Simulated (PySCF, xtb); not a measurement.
B(H)(OEt)(NH2) (C2H8BNO), SMILES CCOBN. One conformer was computed; it need not be the lowest.

Harmonic wavenumbers (cm⁻¹) from GFN2-xTB (xtb) at its own minimum, in rising order: 54, 122, 189, 273, 384, 434, 469, 551, 783, 816, 830, 940, 1029, 1076, 1096, 1152, 1201, 1272, 1334, 1355, 1396, 1478, 1481, 1497, 1525, 2534, 2882, 2917, 3039, 3041, 3046, 3518, 3568.

Problem. What does PySCF with ωB97X-D3(BJ)/def2-SVP give at its own minimum? (The exact figures need the calculation; the answer reports its results.)

Solution. 59, 117, 221, 310, 401, 425, 486, 600, 805, 823, 937, 946, 1068, 1118, 1150, 1182, 1255, 1334, 1384, 1422, 1462, 1467, 1483, 1510, 1603, 2580, 3058, 3066, 3118, 3162, 3169, 3649, 3764. Paired by order, the mean absolute difference is 58 cm⁻¹ and the zero-point energies are 67.6 and 70.2 kcal/mol.
